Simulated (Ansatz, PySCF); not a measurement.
This singlet lies 1.07 eV below the relaxed triplet at the level frozen-core CCSD(T)/cc-pVTZ // PBE0-D3(BJ)/def2-TZVP (Ansatz, a first-principles code).

## H$_{3}$FSi$_{2}$, SMILES `[Si]([SiH3])F` (lower singlet) (charge 0, multiplicity 1)

All values below come from PBE-D3(BJ)/def2-TZVP // PBE0-D3(BJ)/def2-TZVP in PySCF.

The HOMO is -5.40 eV and the dipole moment is 0.60 D. The HOMO–LUMO gap comes out as 1.63 eV and the LUMO comes out as -3.77 eV. The total energy is -18511.72 eV. The cost comes out as roughly 22 core-seconds.

```xyz
6

F      2.4173     0.5083    -0.3470
Si     1.6754    -0.7566     0.3338
Si    -0.6334    -0.0210     0.0329
H     -1.3618    -1.0628    -0.7520
H     -0.8087     1.2955    -0.6419
H     -1.2888     0.0366     1.3742
```
